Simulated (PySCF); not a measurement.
Species: C5H12S2Si.
Atom-mapped SMILES: `[CH3:1][CH2:2][S:3][C@@H:4]1[CH2:5][Si@@H:6]1[S:7][CH3:8]`

NICS is the negative of the GIAO shielding at a point without a nucleus: at the ring centre (0) and 1 Å above and below it (1); zz is the component along the ring normal. Level: GIAO PBE0/pcSseg-1 (PySCF, non-relativistic, gas phase) on the GFN2-xTB geometry, one conformer.

Ring bond lengths (Å), with Mayer bond orders in brackets: C4–C5 1.536 (0.87), C5–Si6 1.880 (0.94), Si6–C4 1.890 (0.88).

Question: What do the NICS probes read (ppm)?

Answer: 
| ring | type | NICS(0) | NICS(1), two faces | NICS(1)zz, two faces | rms pucker (Å) | centre to ring atoms, mean (Å) |
| --- | --- | --- | --- | --- | --- | --- |
| C4–C5–Si6 | 3-membered ring with Si; formal bonds all single | -25.6 | -8.7 / -6.0 | -17.9 / -9.5 | 0.00 | 1.02 |

Question: What can be read from them?

Answer: 
- C4–C5–Si6: mean NICS(1)zz -13.7 ppm, shielded. C4, C5, Si6 have four or more neighbours, so the value isn't read as a sign of a π ring current. The two faces differ by 8.4 ppm, so no symmetry operation interchanges them. NICS(0) lies 18 ppm below the mean NICS(1).

Question: At the first NICS(1) probe listed for ring C4–C5–Si6, 1 Å off the ring, what do the in-plane components average?

Answer: The isotropic value is a third of the trace: (3 × -8.7 − (-17.9))/2 = -4.1 ppm.

Shape of the structure used: `[CH3:1][CH2:2][S:3][C@@H:4]1[CH2:5][Si@@H:6]1[S:7][CH3:8]`: C1–C2–S3–C4 65°, C2–S3–C4–C5 133°, C5–Si6–S7–C8 88°.
